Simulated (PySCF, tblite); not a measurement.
Compound: C4H13N2PSi.
Numbering: `[CH3:1][N:2]1[CH2:3][CH2:4][N:5]([CH3:6])[P:7]1[SiH3:8]` (hydrogens: H9, H10, H11 on C1; H12, H13 on C3; H14, H15 on C4; H16, H17, H18 on C6; H19, H20, H21 on Si8)

The geometry is computed with GFN2-xTB (gas phase).

**Question.** What internal coordinates does the optimisation give?

**Answer.** 
```json
{"bond": "C1–N2, N5–C6", "length (Å)": "1.446"}
{"bond": "N2–C3, C4–N5", "length (Å)": "1.453"}
{"bond": "C3–C4", "length (Å)": "1.520"}
{"bond": "N5–P7", "length (Å)": "1.727"}
{"bond": "P7–Si8", "length (Å)": "2.277"}
{"bond": "N2–P7", "length (Å)": "1.743"}
{"bond": "C1–H9 and 4 like bonds", "length (Å)": "1.092"}
{"bond": "C3–H12 and 3 like bonds", "length (Å)": "1.097"}
{"bond": "C6–H16", "length (Å)": "1.099"}
{"bond": "Si8–H19, Si8–H20, Si8–H21", "length (Å)": "1.465"}
```

Bonds in one row agree within 0.01 Å and their mean is given. A selection of angles:
```json
{"angle": "N2–C1–H9", "degrees": "108.9"}
{"angle": "N2–C1–H11", "degrees": "113.2"}
{"angle": "H9–C1–H10", "degrees": "108.6"}
{"angle": "H10–C1–H11", "degrees": "108.4"}
{"angle": "C1–N2–C3", "degrees": "114.1"}
{"angle": "C1–N2–P7", "degrees": "118.1"}
{"angle": "C3–N2–P7", "degrees": "111.3"}
{"angle": "N2–C3–C4", "degrees": "105.5"}
{"angle": "N2–C3–H12", "degrees": "111.5"}
{"angle": "N2–C3–H13", "degrees": "109.3"}
{"angle": "C4–C3–H12", "degrees": "110.0"}
{"angle": "C4–C3–H13", "degrees": "112.0"}
{"angle": "H12–C3–H13", "degrees": "108.6"}
{"angle": "C3–C4–N5", "degrees": "103.9"}
{"angle": "C4–N5–C6", "degrees": "115.2"}
{"angle": "C4–N5–P7", "degrees": "109.9"}
{"angle": "N5–P7–Si8", "degrees": "104.7"}
{"angle": "N2–P7–N5", "degrees": "91.2"}
{"angle": "N2–P7–Si8", "degrees": "95.6"}
{"angle": "P7–Si8–H19", "degrees": "106.8"}
{"angle": "P7–Si8–H21", "degrees": "117.6"}
{"angle": "H19–Si8–H20", "degrees": "109.3"}
{"angle": "H19–Si8–H21", "degrees": "107.7"}
```

Dihedral angles: C1–N2–C3–C4 165° (antiperiplanar); N2–C3–C4–N5 -43° (synclinal); C3–C4–N5–C6 178° (antiperiplanar); C4–N5–P7–Si8 74° (synclinal); C1–N2–P7–N5 -139° (anticlinal). The mirror-image conformer, all signs reversed, is as good.

Si8 (SiH3 silicon) is distorted tetrahedral (angles from 106.8° to 117.6°). P7 (three-coordinate phosphorus) is pyramidal (angles 104.7°, 95.6° and 91.2°, sum 291.5°, 0.94 Å off the plane of its three neighbours). The 5-membered ring N2–C3–C4–N5–P7 has internal angles of 91.2° to 111.3°; it is puckered, 0.18 Å rms from its mean plane, widest ring torsion 43°. N2 (nitrogen bonded to 2 C and P) is pyramidal (angles 118.1°, 114.1° and 111.3°, sum 343.5°, 0.37 Å off the plane of its three neighbours). Of the pairs four or more bonds apart, Si8···H16 is among the closest relative to their van der Waals radii: 3.17 Å, 96 % of the sum of Bondi's values.

Point group: C1 (no symmetry element, even within 0.4 Å). Its GFN2-xTB frequencies are all real (lowest 57 cm⁻¹). The numbers are those of one conformer. 2 starts were optimised and ended at 0.00 and 1.59 kcal/mol (GFN2-xTB); the lowest of these is shown.
